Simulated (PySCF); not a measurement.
Molfile (atoms numbered from 1):
```
C3H8Si2
     RDKit          3D

 13 12  0  0  0  0  0  0  0  0999 V2000
    2.5802    0.6057    0.0505 C   0  0  0  0  0  0  0  0  0  0  0  0
    1.3422   -0.1271    1.2515 Si  0  0  0  0  0  4  0  0  0  0  0  0
   -0.3230   -0.2157    0.4701 C   0  0  0  0  0  0  0  0  0  0  0  0
   -1.4223   -0.2719   -0.0670 C   0  0  0  0  0  0  0  0  0  0  0  0
   -3.0710   -0.3529   -0.8657 Si  0  0  0  0  0  4  0  0  0  0  0  0
    3.5773    0.6613    0.5137 H   0  0  0  0  0  0  0  0  0  0  0  0
    2.2783    1.6208   -0.2479 H   0  0  0  0  0  0  0  0  0  0  0  0
    2.6517   -0.0141   -0.8558 H   0  0  0  0  0  0  0  0  0  0  0  0
    1.7410   -1.5111    1.6480 H   0  0  0  0  0  0  0  0  0  0  0  0
    1.2308    0.7083    2.4847 H   0  0  0  0  0  0  0  0  0  0  0  0
   -4.0552   -0.9561    0.0791 H   0  0  0  0  0  0  0  0  0  0  0  0
   -3.5149    1.0235   -1.2325 H   0  0  0  0  0  0  0  0  0  0  0  0
   -2.9873   -1.1896   -2.0982 H   0  0  0  0  0  0  0  0  0  0  0  0
  1  2  1  0
  2  3  1  0
  3  4  3  0
  4  5  1  0
  1  6  1  0
  1  7  1  0
  1  8  1  0
  2  9  1  0
  2 10  1  0
  5 11  1  0
  5 12  1  0
  5 13  1  0
M  END
```

Geometry: PBE0-D3(BJ)/def2-SVP; GIAO shifts from PySCF 2.14, gas phase, non-relativistic, averaged over equivalent atoms.

At wB97X-D/pcSseg-1 (139 basis functions, 13 s wall time on 1 thread of an Arm Neoverse V2, shared host):
```csv
atoms,δ (ppm)
C3,120.0
C4,112.1
C1,-5.5
Si2,-65.3
Si5,-94.7
H9/H10,4.25
H11/H12/H13,4.09
H6/H7/H8,0.31
```

Scale: ¹³C (σref 184.54) and ²⁹Si (σref 352.93) and ¹H (σref 31.38) vs TMS (reference shieldings calculated alike).

Estimate the result of repeating the calculation with PBE0/IGLO-III.

Answers


```tsv
atoms	δ at PBE0/IGLO-III	change
C3	122.5	+2.5
C4	113.8	+1.7
C1	-5.5	+0.0
Si2	-67.3	-2.0
Si5	-98.7	-4.0
H9/H10	4.52	+0.27
H11/H12/H13	4.35	+0.26
H6/H7/H8	0.27	-0.04
```

References, each an isolated molecule treated in the same way: TMS for ¹³C (σref 183.78) and ²⁹Si (σref 345.34) and ¹H (σref 31.37).

The largest change is at Si5 (silicon bonded to C, 3 H). Cost: 273 basis functions, 29 s wall time on 1 thread of an Arm Neoverse V2, shared host. The order of the carbon signals is the same at both levels.
